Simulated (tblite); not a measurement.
All values are computed: GFN2-xTB (tblite) harmonic vibrations without scaling, gas phase. The method is semi-empirical: single wavenumbers can be off by several per cent or more. Modes of hydrogen on silicon can be 10 to 20 % off. One conformer each. Open shells enter through the occupations alone, without spin polarisation, and single modes of such species can be off by tens of per cent. Thermal functions are those of the rigid rotor and harmonic oscillator, without mixing of conformers.

Problem. Order these by their zero-point energy, highest first (kJ/mol).
A. `CCc1nnccc1[SiH3]`
B. `CC/C(Cl)=C/S(C)(=O)=O`
C. `CNP1CCSCC1`
D. `CC[Si@H]([NH])C1CC1` [radical]
E. `C[SiH2][Si]([SiH3])([SiH3])N(C)C`

Solution. E (477.8), C (433.1), D (412.5), A (376.1), B (350.9).

| SMILES | atoms | mass (u) | symmetry number | modes under 300 cm⁻¹ | ZPE (kJ/mol) | S translation (J/(mol K)) | S rotation | S vibration | S spin | S | Cp |
| --- | --- | --- | --- | --- | --- | --- | --- | --- | --- | --- | --- |
| C[SiH2][Si]([SiH3])([SiH3])N(C)C | 25 | 179.04 | 1 | 15 | 477.8 | 173.6 | 129.7 | 266.9 | 0.0 | 570.2 | 256.7 |
| CNP1CCSCC1 | 20 | 149.04 | 1 | 7 | 433.1 | 171.3 | 123.1 | 110.2 | 0.0 | 404.6 | 161.3 |
| CC[Si@H]([NH])C1CC1 | 19 | 114.07 | 1 | 8 | 412.5 | 167.9 | 118.7 | 123.1 | 5.8 | 415.5 | 157.6 |
| CCc1nnccc1[SiH3] | 19 | 138.06 | 1 | 7 | 376.1 | 170.3 | 123.5 | 114.7 | 0.0 | 408.5 | 164.4 |
| CC/C(Cl)=C/S(C)(=O)=O | 18 | 168.00 | 1 | 10 | 350.9 | 172.8 | 125.8 | 146.1 | 0.0 | 444.6 | 173.5 |

Entropies and Cp are for 298.15 K and 1 bar.
